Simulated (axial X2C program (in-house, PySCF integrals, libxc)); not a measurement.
## Potential curves of AlI, without spin–orbit coupling

Calculated with an in-house relativistic program for diatomic molecules. Spin-free means the one-electron spin-free X2C Hamiltonian. Basis: I dyall-cv3z [11s12p8d4f1g], Al dyall-v3z [8s8p2d1f] (cores contracted in-house); Gaussian nuclei, density fitting, unrestricted open shells. Masses: I 126.904 u, Al 26.982 u.

State: M_S = 0, Λ = 0 (closed shell). Energies in eV from the fragments at the same level (I + Al). Fits are polynomials in 1 − R0/R over 0.85 to 1.23 times the lowest point R0.

```
 R (Å)     TPSS
2.2350  -3.2508
2.3378  -3.6379
2.4149  -3.8033
2.4919  -3.8899
2.5690  -3.9161
2.6589  -3.8894
2.7488  -3.8184
2.8644  -3.6813
3.0057  -3.4723
3.2112  -3.1296
3.4938  -2.6533
3.8535  -2.1081
```

One determinant describes the state; a PBE0 search over occupations chose it and may have missed a lower one. The closed shell is kept restricted, so the energy runs too high when the bond is stretched far. Dissociation energies refer to the lowest single-determinant-based atoms at the same level and basis. Spin-free De lacks the spin–orbit lowering of the heavy p-block atom, a tenth of an eV or more for 4p and 5p, up to an eV for 6p and one to two eV for 7p atoms, less what an open-shell molecule gains itself.

**Question.** Fit the TPSS curve near its minimum: give the equilibrium distance, the harmonic wavenumber and the well depth.

**Answer.** At TPSS, spin-free: Re = 2.571 Å, ωe ≈ 305 cm⁻¹, De = 3.92 eV to I + Al; Be follows as 0.115 cm⁻¹.
